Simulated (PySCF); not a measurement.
C₄H₂BClF₂.
SMILES: `FB(F)C1=CC/1=C\Cl`

Torsions of this conformer, `[F:1][B:2]([F:3])[C:4]1=[CH:5][C:6]/1=[CH:7]\[Cl:8]`: F1–B2–C4–C5 175°.

The closed-shell ground state was solved at several levels (PySCF, density fitting, gas phase, non-relativistic). One conformer (not necessarily the lowest) at the PBE0-D3(BJ)/def2-SVP geometry, without solvent, vibrations or thermal averaging.

```
             level  basis functions  HOMO (eV)  LUMO (eV)  gap (eV)  dipole (D)
BHandHLYP/pcSseg-1              153      -7.32      -1.53      5.79        2.07
     PBE0/pcSseg-0               80      -6.66      -2.75      3.91        1.86
     PBE0/pcSseg-1              153      -6.44      -2.59      3.85        1.96
     B3LYP/cc-pVTZ              272      -6.15      -2.70      3.45        1.93
      KT2/pcSseg-1              153      -5.41      -3.46      1.95        1.79
```

Q: What might B3LYP/6-31G* (120 basis functions) give for the same quantities?

A: HOMO -5.88 eV, LUMO -2.35 eV, gap 3.53 eV, dipole 2.12 D.

Q: Over all these levels, which gives the widest orbital gap and which the narrowest?

A: BHandHLYP/pcSseg-1 (global hybrid, 50 % exact exchange) has the widest, 5.79 eV, and KT2/pcSseg-1 (GGA) the narrowest, 1.95 eV. The two share the basis. From the narrowest to the widest the HOMO moves by -1.91 eV and the LUMO by +1.93 eV.

Q: In the pcSseg-1 basis, how does the gap go with the fixed share of exact exchange?

A: KT2 (0 %) 1.95 eV; PBE0 (25 %) 3.85 eV; BHandHLYP (50 %) 5.79 eV. Each rise in the share widens the gap here.

Q: How far do the dipole and the HOMO energy spread over the levels?

A: The dipole runs from 1.79 to 2.12 D (mean 1.95 D) and the HOMO from -7.32 to -5.41 eV.
